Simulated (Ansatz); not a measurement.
**How methods differ on InH3 (SMILES [InH3])**

The species is InH3 (4 atoms), meant as a singlet with charge 0. SMILES: `[InH3]`. Geometry: relaxed at PBE0-D4/def2-TZVP.

```xyz
4

In    0.0139   -0.0151   -0.0051
H     0.4155    1.5160    0.6782
H    -1.0956   -0.1073   -1.3214
H     0.7218   -1.4540    0.6280
```

Each level gives the energy change with the In1–H3 bond stretched from 1.724 to 3.448 Å (eV). The values are calculated.

| level | kind | program | value (eV) |
| --- | --- | --- | --- |
| HF/STO-3G (restricted) | Hartree–Fock | Ansatz | 7.49 |
| SVWN5/STO-3G (restricted) | LDA | Ansatz | 5.68 |
| BLYP/STO-3G (restricted) | GGA | Ansatz | 5.32 |
| revPBE/STO-3G (restricted) | GGA | Ansatz | 5.31 |
| BHLYP/STO-3G (restricted) | global hybrid | Ansatz | 6.56 |
| r2SCAN0/STO-3G (restricted) | hybrid meta-GGA | Ansatz | 6.24 |
| wB97M-V/STO-3G (restricted) | range-separated hybrid | Ansatz | 6.46 |
| B2PLYP/STO-3G (restricted) | double hybrid | Ansatz | 5.80 |
| RPA@PBE/STO-3G (restricted) | RPA | Ansatz | 4.99 |
| CCSDTQ/STO-3G (restricted) | coupled cluster or CI | Ansatz | 4.33 |

All-electron rows without a relativistic Hamiltonian named are non-relativistic. The first shape isn't each level's own minimum. The values span 4.33 to 7.49 eV. All rows use very small basis sets, so even the best lies far from the true value. In the correlated wave-function rows the outer d shell of In is correlated, in sets not made for it.
